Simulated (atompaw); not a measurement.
**Scattering properties, PAW (atompaw) potential for Mn**

atompaw 4.2.0.5 input, output lines left out:

```
Mn 25
GGA-PBE scalarrelativistic loggrid 1500 logderivrange -2 5 176
4 4 3 0 0 0
4 1 0
3 2 5
0 0 0
c
c
c
v
c
c
v
v
2
3.00 2.90 2.05 2.20
y
2.85
n
y
3.85
n
y
-0.05
n
custom rrkj gramschmidtortho sinc
bessel
2.30
3.00
3.00
3.00
1.25
1.25
```

The phase is arctan(r·u′/u) with u = r·R(r), unwrapped; energies in Ry, scanned from -2 to 5 Ry. A pole is an energy at which the radial function vanishes at the test radius. The pseudo phase is shifted by a multiple of π to meet the all-electron one at the reference energy, and phase errors are pseudo minus all-electron; the curves can meet again beyond the range given. Levels narrower than the energy grid can be missing from the lists of poles.

**Question.** For each channel, where are the poles, and over which energies does the pseudopotential scatter like the atom?

**Answer.**

```tsv
channel	radius (bohr)	reference energy (Ry)	poles, all-electron	poles, pseudo	unbroken range about the reference energy with phases within 0.05 rad	phase error 1 Ry above the reference energy (rad)
s	3.00	-0.38	0.76	0.76	the whole range	-0.001
p	3.00	-0.10	1.56	1.54	the whole range	-0.003
d	3.00	-0.50	-0.42, 3.00	-0.42, 3.02	below 4.8	+0.000
```

Phases in the d channel:

| E (Ry) | all-electron | pseudo |
| --- | --- | --- |
| -2.00 | 1.340 | 1.340 |
| -1.52 | 1.304 | 1.304 |
| -1.04 | 1.236 | 1.236 |
| -0.56 | 0.157 | 0.157 |
| -0.08 | -1.866 | -1.866 |
| 0.40 | -2.073 | -2.073 |
| 0.88 | -2.599 | -2.599 |
| 1.36 | -3.889 | -3.886 |
| 1.84 | -4.417 | -4.416 |
| 2.32 | -4.592 | -4.591 |
| 2.80 | -4.684 | -4.681 |
| 3.28 | -4.749 | -4.745 |
| 3.76 | -4.809 | -4.803 |
| 4.24 | -4.883 | -4.871 |
| 4.72 | -5.009 | -4.976 |
